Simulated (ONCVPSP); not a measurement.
Configuration tests for Si (Z = 14) (ONCV)

Si (Z = 14), optimised norm-conserving Vanderbilt (ONCV), made with ONCVPSP 4.0.1 (PBE, scalar-relativistic). Core [Ne], reference 3s2 (charge +2). Waves: 3s: rc 1.65 bohr, ncon 4, nbas 7, qcut 4.8 1/bohr, 1 projector; p scattering state at 0.07 Ha: rc 1.45 bohr, ncon 4, nbas 7, qcut 6.1 1/bohr, 2 projectors, debl 2.2 Ha; d scattering state at 0.03 Ha: rc 1.45 bohr, ncon 4, nbas 8, qcut 5.5 1/bohr, local. Local part: the d channel. Core correction: Teter function, fcfact 5.75, rcfact 1.4.

In the p channel the program set the typed energies aside and used 0.050, 2.250 Ha.

Energies are relative to the spin-unpolarised reference configuration 3s2; without spin polarisation the order of configurations can differ from experiment.

```
valence configuration  charge  ΔE all-electron (eV)  error AE − PS (meV)
                  3s1      +3                33.972                 -1.3
              3s0 3p4       0                -9.954                 +113
```

(1) What are ΔE and the potential's error for 3s2 3p2?

(2) What are ΔE and the potential's error for 3s2 3p1?

Levels in the configuration 3s2 3p2:

```csv
level,all-electron (eV),pseudo (eV)
3s,-10.813,-10.811
3p,-4.081,-4.105
```

## Answers

(1) ΔE = -23.733 eV all-electron; the error (AE − PS) is +64 meV.

(2) ΔE = -15.993 eV all-electron; the error (AE − PS) is +33 meV.
